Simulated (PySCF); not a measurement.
CHCl2, SMILES Cl[CH]Cl (connectivity only; charge and spin as stated), charge +1, multiplicity 1. Atoms are numbered in the order given.

```xyz
4

Cl     0.0000    -1.4326     0.1569
C      0.0000     0.0000    -0.6062
Cl     0.0000     1.4326     0.1569
H      0.0000     0.0000    -1.6977
```
Charge +1, spin multiplicity 1.

Coordinates come from a r2SCAN-D4/def2-TZVP optimisation. The multiplicity is an assumed one; other spin states were not compared. The isomer is the one that the SMILES or the coordinates give; other isomers of the formula were not compared.

Level of theory: PBE0/def2-TZVPD in PySCF.

Isolated molecule, no solvent.

```json
{
  "total_energy": "-958.43631 hartree",
  "point_group": "C2v",
  "highest_occupied_level": "-16.39 eV",
  "lowest_empty_level": "-10.45 eV",
  "orbital_gap": "5.94 eV",
  "dipole_moment_about_the_centre_of_nuclear_charge": "1.43 D",
  "mean_static_polarisability": "35.9 bohr³ (5.32 Å³)",
  "polarisability_principal_values": "24.1, 29.8, 53.8 bohr³"
}
```
